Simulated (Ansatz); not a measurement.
Molecule: sulfur trioxide, SO$_{3}$ (charge 0, singlet). SMILES: O=S(=O)=O
Geometry from a B3LYP-D3(BJ)/def2-TZVP (Ansatz, a quantum-chemistry and plane-wave program) optimisation:
```xyz
4

O     -0.7068    -1.2388    -0.0328
S      0.0000     0.0000     0.0000
O     -0.7195     1.2319     0.0059
O      1.4264     0.0069     0.0269
```

Atomisation energy built up term by term with Ansatz (kcal/mol; UHF references for open shells; valence terms freeze the core; atomic spin-orbit terms are left out). Basis-set limits of correlation are two-point, X^-3; Hartree-Fock from the larger set.

| term | basis | kcal/mol |
|---|---|---|
| Hartree-Fock | cc-pV(Q+d)Z | 141.19 |
| CCSD correlation | CBS(cc-pV(T+d)Z,cc-pV(Q+d)Z) | 180.91 |
| (T) | CBS(cc-pV(T+d)Z,cc-pV(Q+d)Z) | 20.82 |
| core correlation | cc-pwCVTZ | 1.33 |
| scalar relativity (X2C) | cc-pVTZ-DK against cc-pVTZ | -1.68 |
| sum: De |  | 342.6 |

(T) makes 6.1 % of the CCSD(T) atomisation energy.
